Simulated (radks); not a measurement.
Coulomb parameter of the 4d shell of the rhodium ion Rh+ in the model configuration [Kr] 4d7 5p1, as a second difference U = [E(n + 0.5) + E(n - 0.5) - 2 E(n)] / (0.5)^2 with all orbitals relaxed. "Bare": the charge of the atom changes with n. "Screened": the 5p shell takes up the change at fixed total charge, which measures U(4d,4d) + U(5p,5p) - 2 U(4d,5p). Calculated with a radial shooting solver on a logarithmic mesh with Libxc functionals: scalar-relativistic Kohn-Sham, LDA (Slater exchange, Perdew-Wang correlation), spin-unpolarised, spherical densities, finite nucleus; Fermi nuclear charge, rms radius 4.4945 fm.

| case | configuration | E - E(n) (eV) |
|---|---|---|
| start | [Kr] 4d7 5p1 | 0.000 |
| bare +0.5 | [Kr] 4d7.5 5p1 | -7.704 |
| bare -0.5 | [Kr] 4d6.5 5p1 | 10.604 |
| screened +0.5 | [Kr] 4d7.5 5p0.5 | -4.704 |
| screened -0.5 | [Kr] 4d6.5 5p1.5 | 5.428 |

U(bare) = 11.600 eV, U(screened by 5p) = 2.894 eV, against the Slater integral F0(4d,4d) = 16.852 eV with frozen orbitals.
